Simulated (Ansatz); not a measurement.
C₄H₁₀Sb (SMILES C[CH2][Sb][CH2]C), doublet, at a GFN2-xTB geometry (the spin is typed, not shown lowest) (core potentials on Sb); PBE/def2-SV(P) run with Ansatz (a quantum-chemistry and plane-wave program).

The Ansatz input:
Ansatz 0.2 input:
```yaml
crystal:
  periodic: [false, false, false]
  atoms:
    - {symbol: Sb, position_ang: [0.69795184, 0.22099115, 0.17324358]}
    - {symbol: C, position_ang: [-0.97707771, -0.60323738, 1.35141399]}
    - {symbol: C, position_ang: [-1.09839577, -2.10555151, 1.20328085]}
    - {symbol: H, position_ang: [-1.88914187, -0.11172102, 1.01763682]}
    - {symbol: H, position_ang: [-0.81080658, -0.33758433, 2.39354113]}
    - {symbol: H, position_ang: [-0.19955431, -2.60306815, 1.56347303]}
    - {symbol: H, position_ang: [-1.24709769, -2.38339216, 0.16131483]}
    - {symbol: H, position_ang: [-1.94675887, -2.48108930, 1.77591681]}
    - {symbol: C, position_ang: [-0.45619637, 0.14942256, -1.70717713]}
    - {symbol: C, position_ang: [-1.42581751, 1.30631470, -1.82983375]}
    - {symbol: H, position_ang: [-0.98885328, -0.79953306, -1.73200443]}
    - {symbol: H, position_ang: [0.25381004, 0.16122358, -2.53179720]}
    - {symbol: H, position_ang: [-0.89468298, 2.25660190, -1.83508144]}
    - {symbol: H, position_ang: [-2.12972381, 1.31419564, -0.99949967]}
    - {symbol: H, position_ang: [-1.99781017, 1.23212797, -2.75502631]}
basis:
  gaussian:
    orbitals: def2-SV_P_.json
hamiltonian:
  xc: pbe
magnetization: {spin_polarized: true, initial_magnetization: 1}
```
The basis file holds def2-SV(P) in the JSON format of the Basis Set Exchange.

The log (banner, timings and long lists left out):

```
Functional definition: PBE
1448 factors; their error is unknown
mean field evaluation 1: about -10816.9990 eV, gradient 6.3e1 eV
mean field evaluation 2: about -10745.0598 eV, gradient 1.2e2 eV
mean field evaluation 4: about -10837.4519 eV, gradient 8.7e0 eV
mean field evaluation 8: about -10837.8572 eV, gradient 2.1e-1 eV
mean field evaluation 16: about -10837.8574 eV, gradient 1.1e-4 eV
mean field -10837.85742731 eV, -398.2839142899 hartree, gradient 1.8e-5 eV, S^2 0.752957; 0 other end points of the search recorded, 0 dependent functions left out
reference -10837.85746811 eV, -398.2839157894 hartree; 29, 28 occupied and 73, 74 virtual orbitals, 1448 factors
Total energy: -10837.85746811 eV, -398.2839157894 hartree
```
